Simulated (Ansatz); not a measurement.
Saddle point of GaH$_{4}$F, singlet (GaH₂F ([F][GaH2]) + H₂ → GaH₃ + HF; bonds formed: Ga1–H6, F2–H5; bonds broken: Ga1–F2, H5–H6), PBE0-D4/def2-TZVP structure:

Ga1  (-0.416, -0.266, -0.382)
F2  (0.407, -0.143, 1.456)
H3  (0.113, -1.552, -1.069)
H4  (-1.812, 0.409, -0.338)
H5  (0.849, 0.591, 0.651)
H6  (0.858, 0.961, -0.317)
(Å)

Energies are electronic, without zero-point energy. Barriers and step energies count from the start structure reached by relaxing down the imaginary mode; all methods use the PBE0-D4 structures, on which another method's saddle can fall below an end. Computed with Ansatz 0.2.0 (basis: def2-TZVPP, with def2-QZVPP for the basis limit); correlated methods freeze the cores. Filled d shells of the heavier atoms are correlated. The def2 sets are not built for correlating such inner shells, so the correlated values are less sure here. B3LYP uses VWN-RPA correlation. Extrapolation: Hartree–Fock as exp(−7.88 √X), correlation as X^−2.97.

```
      method  barrier (kJ/mol)  step energy (kJ/mol)
       SPW92              51.4                  47.8
      PBE-D4                 ?                  61.4
     BLYP-D4              98.6                  71.2
   r2SCAN-D4              90.7                  64.7
      B97M-V              97.3                  54.4
     PBE0-D4              91.1                  56.2
    B3LYP-D4             103.3                  65.7
  r2SCAN0-D4              97.3                  59.6
    BHLYP-D4             114.7                  61.8
CAM-B3LYP-D4             101.6                  62.6
     wB97X-V                 ?                  62.7
     wB97M-V             102.6                  58.8
      B2PLYP             106.7                  66.0
    PBE-QIDH             101.0                  58.1
  RPA on PBE             105.2                  59.6
          HF                 ?                  61.6
         MP2             107.3                  64.6
        CCSD             113.2                  58.3
     CCSD(T)             107.2                  59.7
```

(1) Fill in the withheld barriers. (To be estimated.)

The T1 diagnostic stays at or below 0.014.

Results:

(1) The calculation gives: PBE-D4 81.9; HF 148.0; wB97X-V 104.6 kJ/mol. Each is the energy of the saddle less that of the start structure, by the same method.

For comparison, the barrier by CCSD(T) at an estimated basis limit (MP2 extrapolated from triple and quadruple zeta, plus CCSD(T) − MP2 in triple zeta) is 108.7 kJ/mol.

Labels in which every atom is bracketed show which atoms are joined, not bond orders.

For scale, one of the runs: CCSD(T)/def2-TZVPP, 135 basis functions, launched by `ansatz run in.yaml --threads 2 --pin off --events-out ev --progress --plain --max-ram 4352MiB`. The run took 14 s on 2 CPU threads of an Arm Neoverse V1 (shared host), with 0.72 GiB of host memory at its peak.
